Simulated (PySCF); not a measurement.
Al(F)(I)(OMe) (CH3AlFIO), SMILES C[O][Al]([F])[I]. Atoms are numbered in the order given.

```xyz
8

Al     0.6871     1.0042     0.0000
F      2.3242     1.2326     0.0000
I     -0.2129    -1.2704     0.0000
O     -0.3078     2.3510     0.0000
C     -1.6614     2.6740     0.0000
H     -1.9109     3.2758    -0.8903
H     -1.9109     3.2758     0.8903
H     -2.3137     1.7816     0.0000
```

Geometry: PBE0-D3(BJ)/def2-SVP. The def2 effective core potentials stand for the cores of I; spin–orbit coupling is left out. The values are those of a single conformer.

The numbers are results of PBE/def2-TZVP (PySCF), not measurements.

Symmetry labels are those of the subgroup Cs that the program uses (full group Cs).

Computed valence orbital energies around the gap with their symmetry:
| orbital | symmetry | energy (eV) |
|---|---|---|
| HOMO−7 | A' | -10.89 |
| HOMO−6 | A" | -9.75 |
| HOMO−5 | A' | -9.68 |
| HOMO−4 | A' | -8.77 |
| HOMO−3 | A" | -7.29 |
| HOMO−2 | A' | -7.23 |
| HOMO−1 | A" | -6.95 |
| HOMO | A' | -6.90 |
| LUMO | A' | -2.03 |
| LUMO+1 | A" | -1.27 |
| LUMO+2 | A' | 0.29 |
| LUMO+3 | A' | 0.96 |
